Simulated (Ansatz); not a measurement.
A made-up structure of CH₂SeSi, singlet:

C1  (-0.632, -0.733, 0.095)
Si2  (0.220, 0.887, -0.166)
Se3  (1.737, -1.002, 0.373)
H4  (-1.404, -1.647, 0.216)
H5  (0.078, 2.495, -0.518)
(Å)

It is relaxed with PBE-D4/def2-SVP and then PBE0-D4/def2-TZVP (Ansatz 0.2.0). Atoms count as bonded within 1.22 times the sum of their covalent radii (H–H: 0.88 Å). The end point is not checked to be a true minimum.

**Question.** Does its bonding change? (A judgement: the text doesn't fix the answer.)

**Answer.** The calculation gives: Yes. Formed: C1–Se3; broken: none.

Where it ends: The first stage lowers the energy by 1.12 eV in 4 steps. It ends as CH₂SeSi ([CH]1[SiH][Se]1):
```
5
angstrom
C -0.5636 -0.6549 0.0853
Si 0.1962 0.7922 -0.1485
Se 1.5509 -0.8949 0.3332
H -1.2533 -1.4704 0.1926
H 0.0697 2.2280 -0.4626
```

Labels in which every atom is bracketed show which atoms are joined, not bond orders.

For scale, one of the runs: PBE0-D4/def2-TZVP relaxation, 128 basis functions, launched by `ansatz run in.yaml --threads 2 --pin off --events-out ev --progress --plain --max-ram 4352MiB`. Hardware: 2 CPU threads of an Arm Neoverse V1, shared host. Wall time about 16 s.
